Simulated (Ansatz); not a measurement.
`[OH][Hf]([Cl])([Cl])[SeH]`, relaxed with RKS PBE0-D4/def2-TZVP in Ansatz 0.2.0 from a GFN2-xTB geometry. The force threshold is 0.005 eV/Å; the program also tests the step.

The species carries charge 0 and has multiplicity 1. Hf takes the def2 core potential.

Start:

```xyz
7

O    -1.508    0.044    0.047
Hf    0.248    0.581   -0.106
Cl    1.123    2.359   -1.160
Cl    0.644    0.966    2.088
Se    1.212   -1.484   -1.079
H    -1.933   -0.028    0.909
H     0.214   -2.437   -0.699
```

Question: By how much does the energy fall, and how many steps does the optimiser take? (An estimate is asked.)

Answer: Ansatz gave: 16.25 kcal/mol, in 16 steps.

Question: Which bonds change most? (Estimate.)

Answer: Ansatz gave: Hf2–Se5 from 2.479 to 2.575 Å; Hf2–Cl3 from 2.245 to 2.339 Å; Hf2–Cl4 from 2.262 to 2.339 Å; O1–Hf2 from 1.842 to 1.885 Å.

Question: Give the relaxed structure. (Best estimate.)

Answer: The calculation gave: 
```xyz
7

O    -1.498    0.098    0.253
Hf    0.347    0.467    0.134
Cl    0.745    2.302   -1.261
Cl    1.247    0.921    2.244
Se    1.463   -1.632   -0.854
H    -2.440    0.110    0.394
H     0.136   -2.266   -0.910
```
